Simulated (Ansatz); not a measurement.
# GeO (SMILES [O]=[Ge]): methods side by side

GeO has 2 atoms, charge 0, and is taken as a singlet. As SMILES, `[O]=[Ge]`. The shape comes from GFN2-xTB, which is rough for such elements, and wasn't checked as a minimum.

```xyz
2

O     0.0000    0.0000    0.0000
Ge    0.0000    0.0000    1.5765
```

Quantity: the electronic atomisation energy, in eV. The values are calculated. Electronic energies at fixed atoms, without zero-point motion or spin-orbit coupling.

| level | kind | program | value (eV) | CPU time (all runs) |
| --- | --- | --- | --- | --- |
| SVWN5/STO-3G | LDA | Ansatz | 10.76 | 3.9 s |
| revPBE/STO-3G | GGA | Ansatz | 9.26 | 6.5 s |
| r2SCAN/STO-3G | meta-GGA | Ansatz | 9.06 | 23 s |
| PBE0/STO-3G | global hybrid | Ansatz | 8.41 | 4.3 s |
| r2SCAN0/STO-3G | hybrid meta-GGA | Ansatz | 8.00 | 15 s |
| CAM-B3LYP/STO-3G | range-separated hybrid | Ansatz | 8.52 | 4.2 s |
| wB97M-V/STO-3G | range-separated hybrid | Ansatz | 8.86 | 31 s |
| B2PLYP/STO-3G | double hybrid | Ansatz | 8.27 | 2.6 s |
| MP2/STO-3G | perturbation theory | Ansatz | 7.18 | 0.25 s |
| CCSD/STO-3G | coupled cluster or CI | Ansatz | 6.57 | 0.41 s |

All-electron rows without a relativistic Hamiltonian named are non-relativistic. The values span 6.57 to 10.76 eV. Spin contamination of the reference (⟨S²⟩ at least 0.1 too high) touches SVWN5/STO-3G, revPBE/STO-3G, r2SCAN/STO-3G, PBE0/STO-3G, r2SCAN0/STO-3G, CAM-B3LYP/STO-3G, wB97M-V/STO-3G. All rows use very small basis sets, so none should be taken for the real molecule's value. In the correlated wave-function rows the outer d shell of Ge is correlated, in sets not made for it. Times are those of the runs behind each value, whatever else they computed, on shared processors of several kinds: orders of magnitude only.
